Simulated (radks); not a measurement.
Valence configurations of B+ (all share [He]). Method: scalar-relativistic Kohn-Sham, LDA (Slater exchange, Perdew-Wang correlation), spin-polarised, spherical densities, finite nucleus; open shells are filled with parallel spins first; Fermi nuclear charge, rms radius 2.406 fm; computed with a radial shooting solver on a logarithmic mesh with Libxc functionals. Energies are relative to 2s2; eigenvalues in eV for spin up.

[
 {"valence": "2s2", "E (eV)": "0.000", "moment (Bohr magnetons)": "0", "e(2p)": "-", "e(2s)": "-19.411"},
 {"valence": "2p2", "E (eV)": "10.173", "moment (Bohr magnetons)": "2", "e(2p)": "-14.613", "e(2s)": "-"},
 {"valence": "2s1.5 2p0.5", "E (eV)": "2.557", "moment (Bohr magnetons)": "1", "e(2p)": "-14.155", "e(2s)": "-20.146"},
 {"valence": "2s1 2p1", "E (eV)": "4.169", "moment (Bohr magnetons)": "2", "e(2p)": "-14.577", "e(2s)": "-20.597"},
 {"valence": "2s0.5 2p1.5", "E (eV)": "7.175", "moment (Bohr magnetons)": "2", "e(2p)": "-14.596", "e(2s)": "-20.600"}
]

NIST lists [He] 2s2 as the ground configuration; this level of theory agrees among the configurations tried. The energies are those of spherical high-spin densities, not of single terms.
